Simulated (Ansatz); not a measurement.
Stepwise reaction of `C[O][Ga]([SH])[SH]` with hydrogen, as a gas-phase model of exchange steps in deposition or etching. ΔE in kJ/mol.

Calculated with Ansatz (gas phase, PBE0-D4/def2-TZVP geometries, no zero-point term in ΔE). CBS: MP2 limit from def2 TZ/QZ plus the TZ coupled-cluster correction, frozen cores. This one scheme is used for every species. DFT in def2-TZVPP. B3LYP here is the variant with VWN-RPA as its local correlation; programs differ in this. For Ga outer-core shells are correlated without core-valence functions, which leaves a few kJ/mol of doubt a bond. Scalar relativity is left out up to krypton. One conformer a species, not always the lowest.

```json
{"step": "2", "reaction": "`C[O][GaH][SH]` + H₂ → `C[O][GaH2]` + H₂S", "PBE-D4": "78.9", "B3LYP-D4": "75.3", "ωB97M-V": "73.0", "CCSD(T)/CBS": "78.9"}
```

Problem. Give the row of step 1, `C[O][Ga]([SH])[SH]` + H₂ → `C[O][GaH][SH]` + H₂S. (Best estimate.)

Solution. The calculation gave: 
| step | reaction | PBE-D4 | B3LYP-D4 | ωB97M-V | CCSD(T)/CBS |
| --- | --- | --- | --- | --- | --- |
| 1 | `C[O][Ga]([SH])[SH]` + H₂ → `C[O][GaH][SH]` + H₂S | 68.3 | 66.2 | 63.4 | 69.6 |

Problem. By hand: ΔE of the 2 steps together at CCSD(T)/CBS.

Solution. (69.6) + (78.9) = 148.5 kJ/mol, or 74.2 kJ/mol a step.

In ΔE each step is higher than the one before. All are uphill at CCSD(T)/CBS. PBE-D4 differs from CCSD(T)/CBS by -1.3 to 0.0 kJ/mol a step. Isolated molecules leave out the surface, adducts and barriers. Largest T1 diagnostic: 0.015.
